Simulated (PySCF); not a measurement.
SMILES OB(O)/C=[CH]/[Al]([OH])[OH] (C2H6AlBO4) (CAM-B3LYP/def2-SVP optimised geometry):

```
14

B      2.193     0.758    -0.003
O      2.804     1.978    -0.008
O      2.867    -0.426     0.001
C      0.627     0.727    -0.003
C     -0.104    -0.403     0.000
Al    -2.038    -0.403     0.000
O     -2.873    -1.876    -0.001
O     -2.959     1.023     0.000
H      3.767     1.970    -0.008
H      3.827    -0.370     0.000
H      0.114     1.700    -0.005
H      0.466    -1.342     0.002
H     -3.827    -1.978     0.002
H     -2.655     1.932     0.000
```

Calculation: CAM-B3LYP/def2-TZVP run with PySCF.

What are the frontier orbital energies and the dipole moment?

HOMO-2 -10.25 eV, HOMO-1 -9.36 eV, HOMO -9.13 eV, LUMO -0.11 eV, LUMO+1 0.89 eV; dipole moment 3.18 D.

On the same geometry PBE/def2-TZVP run with PySCF gives HOMO-2 -7.01 eV, HOMO-1 -6.72 eV, HOMO -6.55 eV, LUMO -2.12 eV, LUMO+1 -0.74 eV; dipole moment 3.11 D.

Meta-Löwdin charges at CAM-B3LYP/def2-TZVP: B1 0.45, O2 -0.53, O3 -0.52, C4 -0.19, C5 -0.37, Al6 1.14, O7 -0.78, O8 -0.79, H9 0.34, H10 0.34, H11 0.10, H12 0.13, H13 0.35, H14 0.35.
